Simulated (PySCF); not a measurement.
Zn(SH) (HSZn), SMILES [Zn][SH] (connectivity only; charge and spin as stated), neutral, multiplicity 2.

The structure is a stationary point at B3LYP-D3(BJ)/def2-TZVP. The multiplicity is an assumed one; other spin states were not compared. The isomer is the one that the SMILES or the coordinates give; other isomers of the formula were not compared.

Calculation: PySCF with IEF-PCM-PBE0/def2-TZVPD.

The values are the electrostatic part of the solvation free energy, E(continuum) − E(gas) at the gas-phase geometry, in a cavity of scaled van der Waals radii (PySCF's table); cavitation and dispersion terms are not included. A continuum can't describe solvent molecules that bind to the metal. The dipole moment in vacuum is 2.06 D.

```csv
solvent,ε,ΔG(elec) (kcal/mol),dipole (D)
water,78.36,[?],[?]
dichloromethane,8.93,-10.1,3.91
ethylethanoate,5.99,-9.1,3.71
```

**Question.** What belongs in the gaps? (Estimate from the structure and the level; the computed values follow.)

**Answer.** 
- water, ΔG(elec) (kcal/mol): -12.2
- water, dipole (D): 4.32
